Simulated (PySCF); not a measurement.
SiH2F2, SMILES F[SiH2]F. Atoms are numbered in the order given.

```xyz
5

Si     0.0000     0.0000     0.4485
F      1.2884     0.0000    -0.4869
F     -1.2884     0.0000    -0.4869
H      0.0000     1.2379     1.2425
H      0.0000    -1.2379     1.2425
```
Charge 0, spin multiplicity 1.

Geometry: TPSSh-D3(BJ)/def2-TZVP.

All values below come from M06-2X/def2-TZVPD (PySCF).

Symmetry labels are those of the subgroup C2v that the program uses (full group C2v).

Q: List the valence orbital energies around the gap with their symmetry. (An estimate is asked for; the answer gives what the named calculation found.)

A: 
```
orbital  symmetry  energy (eV)
-------  --------  -----------
HOMO−7         A1       -18.43
HOMO−6         B1       -16.31
HOMO−5         A1       -15.79
HOMO−4         B2       -15.68
HOMO−3         A2       -14.78
HOMO−2         B1       -14.40
HOMO−1         A1       -13.56
HOMO           B2       -11.34
LUMO           A1         0.42
LUMO+1         B1         0.59
LUMO+2         A1         0.87
LUMO+3         A1         1.85
```
